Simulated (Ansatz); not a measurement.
CH8BGeN. Total charge 0; spin multiplicity 1. The bonds changed during the relaxation, so this is another structure than the one it started from.

```xyz
12

B     0.9804    0.1741    0.5450
C     0.6005    0.0164   -0.9113
N     0.3746   -1.1213   -1.5428
Ge   -1.0227    0.6220    1.1147
H     1.5328    1.2098    0.8190
H     1.2750   -0.8369    1.1378
H     0.4143    0.8887   -1.5399
H    -0.0301   -1.1639   -2.4626
H     0.5237   -1.9931   -1.0594
H    -1.0151    0.9249    2.6260
H    -1.9858   -0.5658    0.8700
H    -1.6476    1.8450    0.4035
```

**Question.** List the harmonic frequencies (cm⁻¹, unscaled) at PBE0-D4/def2-TZVP in Ansatz. (Best estimate.)

**Answer.** The calculation gave: 90, 124, 226, 363, 434, 453, 469, 551, 683, 732, 799, 831, 870, 883, 890, 969, 1042, 1157, 1192, 1369, 1512, 1671, 2095, 2106, 2128, 2493, 2570, 3134, 3585, 3705.

**Question.** Is this a minimum?

**Answer.** Yes, all 30 modes are real.

**Question.** Give the ideal-gas thermochemistry at 298.15 K and 1 bar (rigid rotor, harmonic oscillator; point group C1, symmetry number 1).

**Answer.** Zero-point energy 234.0 kJ/mol; H(298) − E = 254.3 kJ/mol; entropy 338.5 J/(mol·K), of which translation 168.3, rotation 110.0, vibration 60.3; G(298) − E = 153.4 kJ/mol. Modes under 100 cm⁻¹ are hindered rotations or soft bends, so the harmonic entropy is rough.

**Question.** Rotational constants (cm⁻¹)?

**Answer.** 0.3668, 0.07363, 0.06741.
